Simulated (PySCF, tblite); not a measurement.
Isomers of C3H8NOSi (doublet state). Computed with GFN2-xTB (tblite): harmonic, unscaled wavenumbers at the GFN2-xTB geometry, gas phase. The method is semi-empirical: single wavenumbers can be off by several per cent or more. Modes of hydrogen on silicon can be 10 to 20 % off. One conformer each. Open shells enter through the occupations alone, without spin polarisation, and single modes of such species can be off by tens of per cent.

Electronic energies: B3LYP/pcH-1 single points on the GFN2-xTB geometries (PySCF, gas phase).

| SMILES | electronic energy, lowest = 0 (kcal/mol) |
| --- | --- |
| C/N=[C]\[SiH2]OC | 34.8 |
| CCC(=O)[SiH]N | 18.3 |
| C=C[CH]O[SiH2]N | 0.0 |
| C/N=C/[SiH]OC | 37.0 |

Problem. How do GFN2-xTB zero-point energies change the relative energies?

Solution. 
```
          SMILES  ZPE (kcal/mol)  of it from modes above 1550 cm⁻¹  electronic (kcal/mol)  with ZPE, lowest = 0 (kcal/mol)  lowest mode (cm⁻¹)  rings
 C=C[CH]O[SiH2]N            64.2                              34.2                    0.0                              0.0                  25      0
   CCC(=O)[SiH]N            66.7                              37.1                   18.3                             20.8                  26      0
C/N=[C]\[SiH2]OC            64.5                              34.6                   34.8                             35.1                  41      0
   C/N=C/[SiH]OC            66.1                              32.8                   37.0                             38.9                  83      0
```

The zero-point energies span 2.5 kcal/mol, from `C=C[CH]O[SiH2]N` to `CCC(=O)[SiH]N`. The order is unchanged.

Problem. And how do the electronic energies of GFN2-xTB itself compare?

Solution. `C=C[CH]O[SiH2]N` 0.0; `CCC(=O)[SiH]N` 28.7; `C/N=[C]\[SiH2]OC` 21.9; `C/N=C/[SiH]OC` 21.8 kcal/mol, lowest = 0. Against the energies above, taken from the same isomer `C=C[CH]O[SiH2]N`, the largest difference is 15.2 kcal/mol.

Problem. What do entropy and thermal enthalpy add at 298.15 K and 1 bar (rigid rotor, harmonic oscillator, one conformer each)?

Solution. 
```csv
SMILES,point group,symmetry number,S (cal/(mol K)),H − H(0) (kcal/mol),ZPE + H − H(0) − TS (kcal/mol)
C=C[CH]O[SiH2]N,C1,1,93.3,6.09,42.5
CCC(=O)[SiH]N,C1,1,96.2,6.41,44.4
C/N=[C]\[SiH2]OC,C1,1,97.1,6.46,42.1
C/N=C/[SiH]OC,C1,1,94.6,6.35,44.3
```

S holds R ln(2S + 1) for the spin.
